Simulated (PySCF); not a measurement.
## Relaxation of triplet HWN

These are results of UPBE0 in PySCF with W def2-TZVP with ECP60, N def2-TZVP, H def2-TZVP; scalar-relativistic core potentials, no spin–orbit coupling; density-fitted integrals, not measurements. A (50,194) grid was used.

A start displaced from a saddle point along its imaginary mode, of Cs symmetry, held to at least that symmetry:

```xyz
3
charge 0 multiplicity 3, angstrom
W    -0.0014    0.0000    0.1075
N     0.0101    0.0000   -1.5599
H     0.1200   -0.0004    2.0500
```

Optimiser trace:
```json
{"step": "0", "E − E(last) (kJ/mol)": "150.28", "largest gradient (Eh/bohr)": "0.00344"}
{"step": "1", "E − E(last) (kJ/mol)": "149.65", "largest gradient (Eh/bohr)": "0.00508"}
{"step": "2", "E − E(last) (kJ/mol)": "148.31", "largest gradient (Eh/bohr)": "0.00732"}
{"step": "3", "E − E(last) (kJ/mol)": "145.54", "largest gradient (Eh/bohr)": "0.01017"}
{"step": "4", "E − E(last) (kJ/mol)": "140.16", "largest gradient (Eh/bohr)": "0.01310"}
{"step": "5", "E − E(last) (kJ/mol)": "130.79", "largest gradient (Eh/bohr)": "0.01945"}
{"step": "6", "E − E(last) (kJ/mol)": "116.41", "largest gradient (Eh/bohr)": "0.03106"}
{"step": "7", "E − E(last) (kJ/mol)": "97.30", "largest gradient (Eh/bohr)": "0.03978"}
{"step": "8", "E − E(last) (kJ/mol)": "75.74", "largest gradient (Eh/bohr)": "0.03982"}
{"step": "9", "E − E(last) (kJ/mol)": "12.83", "largest gradient (Eh/bohr)": "0.02719"}
{"step": "10", "E − E(last) (kJ/mol)": "7.32", "largest gradient (Eh/bohr)": "0.03371"}
{"step": "11", "E − E(last) (kJ/mol)": "1.50", "largest gradient (Eh/bohr)": "0.01628"}
{"step": "12", "E − E(last) (kJ/mol)": "0.11", "largest gradient (Eh/bohr)": "0.00243"}
{"step": "13", "E − E(last) (kJ/mol)": "0.01", "largest gradient (Eh/bohr)": "0.00122"}
{"step": "14", "E − E(last) (kJ/mol)": "0.00", "largest gradient (Eh/bohr)": "0.00002"}
```

It ends at Cs with W–H 1.704 Å, W–N 1.653 Å; H–W–N 97.0°. A frequency run shows a minimum. Other isomers or separated fragments may lie lower.

Final geometry:
Z-matrix (Å, degrees; charge 0 multiplicity 3):
```
W
N  1 1.6528
H  1 1.7037 2 96.96
```

Open d and f shells are described by one determinant, and the ground state may have another occupation or spin. With an element this heavy the missing spin–orbit coupling can shift these numbers.

The relaxation took 28 s on 2 threads of a shared Arm Neoverse V1 host, with 77 basis functions and 16 gradients; the process peaked at 0.79 GiB. Launch command: `OMP_NUM_THREADS=2 python axn.py task.json out`.
